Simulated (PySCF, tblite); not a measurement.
Isomers of C2H5OSSi (doublet state), one GFN2-xTB conformer each. Single-point energies are computed at B3LYP/pcH-1 (PySCF, gas phase, no added dispersion term), electronic only. GFN2-xTB treats the open shell by occupation alone, and not every SCF solution was tested for stability.

Question: Rank them by B3LYP/pcH-1 energy, lowest first (kcal/mol).
A. `[CH2:1][C:2](=[O:3])[S:4][SiH3:5]` (doublet state) with H–C1–C2–O3 -175° and 12°, C1–C2–S4–Si5 -56°
B. `[CH3:1][C:2](=[O:3])[S:4][SiH2:5]` (doublet state) with C1–C2–S4–Si5 -179°, C2–S4–Si5–H -71° and 167°

Answer: B (0.0), A (15.1).

GFN2-xTB itself gives, in the same order: 0.0, 16.4. Both levels put the same isomer lowest.

Question: What happens when harmonic zero-point energies from GFN2-xTB frequencies are added?

Answer: 
| SMILES | ZPE (kcal/mol) | electronic (kcal/mol) | with ZPE (kcal/mol) |
| --- | --- | --- | --- |
| CC(=O)S[SiH2] | 39.5 | 0.0 | 0.0 |
| [CH2]C(=O)S[SiH3] | 36.3 | 15.1 | 11.9 |

The zero-point energies span 3.2 kcal/mol. The order is unchanged.
